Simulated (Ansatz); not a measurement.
Start from `[CH3][GeH]([Cl])[SeH]` and change one atom or group to get `[CH3][GeH]([CH3])[Cl]`.

Ansatz, PBE0-D4/def2-TZVP geometries, multiplicity 1. Each molecule was computed in one conformer, which needn't be the lowest.

Scalar relativity is left out up to krypton.

```json
{"property": "HOMO–LUMO gap (B3LYP/def2-TZVPP) / eV", "`[CH3][GeH]([Cl])[SeH]`": "6.15"}
{"property": "zero-point energy (PBE0-D4/def2-TZVP) / kJ/mol", "`[CH3][GeH]([Cl])[SeH]`": "142.8"}
{"property": "LUMO energy (PBE/def2-TZVPP) / eV", "`[CH3][GeH]([Cl])[SeH]`": "-1.46"}
{"property": "ideal-gas entropy at 298 K and 1 bar (rigid rotor, harmonic PBE0-D4/def2-TZVP) / J/(mol·K)", "`[CH3][GeH]([Cl])[SeH]`": "372"}
{"property": "LUMO energy (ωB97M-V/def2-TZVPP) / eV", "`[CH3][GeH]([Cl])[SeH]`": "1.37"}
{"property": "HOMO–LUMO gap (ωB97M-V/def2-TZVPP) / eV", "`[CH3][GeH]([Cl])[SeH]`": "10.76"}
```

Problem. Give the same properties after the change, and the shifts. (Best estimate.)

Solution. The calculation gave: 
```tsv
property	`[CH3][GeH]([CH3])[Cl]`	shift
HOMO–LUMO gap (B3LYP/def2-TZVPP) / eV	8.32	2.17
zero-point energy (PBE0-D4/def2-TZVP) / kJ/mol	216.9	74.1
LUMO energy (PBE/def2-TZVPP) / eV	-0.38	1.08
ideal-gas entropy at 298 K and 1 bar (rigid rotor, harmonic PBE0-D4/def2-TZVP) / J/(mol·K)	353	-19
LUMO energy (ωB97M-V/def2-TZVPP) / eV	2.40	1.03
HOMO–LUMO gap (ωB97M-V/def2-TZVPP) / eV	12.89	2.13
```

With PBE0 the HOMO falls by 1.04 eV and the LUMO rises by 1.12 eV, so the gap widens by about 2.16 eV. PBE moves the HOMO by -0.87 eV and ωB97M-V by -1.11 eV. The zero-point energy changes by 74.1 kJ/mol with +6 modes.

B3LYP here is the variant with VWN-RPA as its local correlation; programs differ in this.

Spin–orbit coupling is left out; it splits and shifts lone-pair levels of the heavy atoms by tenths of an eV.
